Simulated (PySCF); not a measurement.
Ta(F)4(SH) (F4HSTa), SMILES [F][Ta]([SH])([F])([F])[F], multiplicity 1.

Coordinates come from a B3LYP-D3(BJ)/def2-SVP optimisation. The spin state was assumed, not searched. The structure was generated by enumeration; whether it is a known compound was not checked. The def2 effective core potentials stand for the cores of Ta; spin–orbit coupling is left out. Other conformers were not sampled.

These are PBE/def2-TZVP (PySCF) values and carry that method's errors.

Question: Estimate the frontier levels, gap, dipole moment and polarisability. (Estimate from the structure and the level; the computed values follow.)

Answer: 
```yaml
highest_occupied_level: -7.41 eV
lowest_empty_level: -3.81 eV
orbital_gap: 3.60 eV
dipole_moment: 0.93 D
quadrupole, principal values (traceless, Buckingham form, about the centre of nuclear charge): -4.52, -2.51, 7.03 D·Å
mean_static_polarisability: 60.9 bohr³ (9.03 Å³)
polarisability_principal_values: 51.1, 56.3, 75.4 bohr³
```
